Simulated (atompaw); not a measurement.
## Logarithmic derivatives: tungsten, PAW (atompaw)

tungsten (W), PAW, made with atompaw 4.2.0.5 (PBEsol, scalar-relativistic). Core [Kr] 4d10 4f14, reference 5s2 5p6 5d4 6s2 6p0. Waves: 5s (bound): rc 1.15 bohr; 6s (bound): rc 2.20 bohr; 5p (bound): rc 2.20 bohr; 6p (bound, empty): rc 2.20 bohr; 5d (bound): rc 2.20 bohr; 5d channel at 3.45 Ry: rc 2.20 bohr. Local part: bessel scheme, radius 2.10 bohr. Core correction: smooth core density matched at 1.80 bohr. Augmentation charge: sinc compensation charge, radius 1.80 bohr; PAW radius 2.20 bohr; waves and projectors: custom polynom vanderbiltortho.

The phase is arctan(r·u′/u) with u = r·R(r), unwrapped; energies in Ry, scanned from -8 to 5 Ry. A pole is an energy at which the radial function vanishes at the test radius. The pseudo phase is shifted by a multiple of π to meet the all-electron one at the reference energy, and phase errors are pseudo minus all-electron; the curves can meet again beyond the range given. Levels narrower than the energy grid can be missing from the lists of poles.

```
channel  radius (bohr)  reference energy (Ry)  poles, all-electron  poles, pseudo  unbroken range about the reference energy with phases within 0.05 rad  phase error 1 Ry above the reference energy (rad)
      s           2.21                  -0.42          -5.70, 4.80    -5.70, 4.52                                                        the whole range                                             -0.003
      p           2.21                  -0.10                -2.84          -2.84                                                        the whole range                                             +0.000
      d           2.21                  -0.33                 0.97           0.97                                                        the whole range                                             +0.000
```

Phases in the d channel:

```tsv
E (Ry)	all-electron	pseudo
-8.00	1.406	1.407
-7.76	1.403	1.404
-7.52	1.401	1.401
-7.28	1.397	1.398
-7.04	1.394	1.395
-6.80	1.391	1.391
-6.56	1.387	1.388
-6.32	1.383	1.384
-6.08	1.379	1.380
-5.84	1.375	1.375
-5.60	1.370	1.370
-5.36	1.365	1.365
-5.12	1.359	1.360
-4.88	1.353	1.354
-4.64	1.347	1.347
-4.40	1.339	1.340
-4.16	1.331	1.332
-3.92	1.322	1.323
-3.68	1.312	1.312
-3.44	1.300	1.301
-3.20	1.287	1.287
-2.96	1.271	1.272
-2.72	1.252	1.253
-2.48	1.229	1.230
-2.24	1.201	1.202
-2.00	1.164	1.165
-1.76	1.115	1.116
-1.52	1.045	1.045
-1.28	0.937	0.938
-1.04	0.754	0.755
-0.80	0.410	0.411
-0.56	-0.188	-0.187
-0.32	-0.786	-0.786
-0.08	-1.131	-1.131
0.16	-1.316	-1.316
0.40	-1.426	-1.426
0.64	-1.500	-1.500
0.88	-1.554	-1.554
1.12	-1.596	-1.596
1.36	-1.631	-1.631
1.60	-1.662	-1.662
1.84	-1.690	-1.690
2.08	-1.717	-1.717
2.32	-1.744	-1.744
2.56	-1.772	-1.772
2.80	-1.803	-1.802
3.04	-1.836	-1.836
3.28	-1.875	-1.875
3.52	-1.920	-1.920
3.76	-1.977	-1.977
4.00	-2.050	-2.049
4.24	-2.147	-2.146
4.48	-2.283	-2.281
4.72	-2.482	-2.476
4.96	-2.770	-2.758
```
